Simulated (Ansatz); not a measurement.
```xyz
13

C    -1.4662   -1.5460    0.7185
O    -1.1390   -0.6565   -0.3154
Sn    0.1855    0.7671    0.0087
C     2.0797    0.0977   -0.6928
Se   -0.5235    2.7263   -1.4084
H    -0.6786   -2.2929    0.8936
H    -1.6640   -1.0392    1.6748
H    -2.3766   -2.0846    0.4370
H     0.0699    1.1069    1.6848
H     1.9904   -0.1716   -1.7447
H     2.8223    0.8872   -0.5798
H     2.3902   -0.7775   -0.1219
H    -1.6900    2.9829   -0.5543
```

Charge 0, multiplicity 1. Sn takes the def2 core potential.

Problem. List the r2SCAN/def2-TZVPP orbital energies in eV (Ansatz). (Estimate.)

Solution. The calculation gave: Occupied: -12334.04, -1574.70, -1411.94, -1411.92, -1411.86, -515.17, -274.01, -273.36, -210.81, -154.26, -154.18, -153.99, -137.41, -92.27, -92.23, -92.16, -54.64, -54.62, -54.47, -54.41, -54.38, -27.21, -26.69, -26.65, -26.56, -26.53, -25.08, -18.42, -17.87, -17.00, -12.90, -10.99, -10.92, -10.79, -10.61, -10.32, -9.79, -8.06, -7.71, -6.94, -6.25, -6.10. Lowest empty: -1.19, -0.29, -0.23, 0.07, 1.38, 1.81, 2.12, 2.70.
